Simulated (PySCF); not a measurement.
B (boron, neutral) across methods

[He] 2s2 2p1, 2P determinant. Calculation: PySCF 2.14, in x2c-TZVPPall with one added diffuse shell each of s, p, d type (6s4p3d1f, 40 functions); the spin-free X2C one-electron Hamiltonian (Gaussian nucleus).

| method | E (hartree) | mean ε 2s α (eV) | mean ε 2s β (eV) | mean ε 2p α (eV) | Σ⟨r²⟩ (bohr²) | ⟨S²⟩ |
| --- | --- | --- | --- | --- | --- | --- |
| LDA | -24.3606 | -9.684 | -8.667 | -4.105 | 16.18 | 0.752 |
| PBEsol | -24.4825 | -9.615 | -8.614 | -4.067 | 16.12 | 0.753 |
| PBE0 | -24.6253 | -11.112 | -9.825 | -5.370 | 15.82 | 0.754 |
| CAM-B3LYP | -24.6477 | -12.551 | -11.193 | -6.754 | 15.84 | 0.754 |
| wB97X | -24.6587 | -13.671 | -12.220 | -7.721 | 15.79 | 0.754 |
| UHF | -24.53912 | -14.839 | -12.145 | -8.671 | 15.78 | 0.761 |
| revPBE | -24.6600 | -9.657 | -8.696 | -4.164 | 16.02 | 0.754 |
| r2SCAN | -24.6437 | -9.955 | -8.769 | -4.578 | 15.77 | 0.758 |

Problem. Estimate the same row for PBE.

Solution. E (hartree) = -24.6172; mean ε 2s α (eV) = -9.660; mean ε 2s β (eV) = -8.692; mean ε 2p α (eV) = -4.167; Σ⟨r²⟩ (bohr²) = 16.02; ⟨S²⟩ = 0.753.
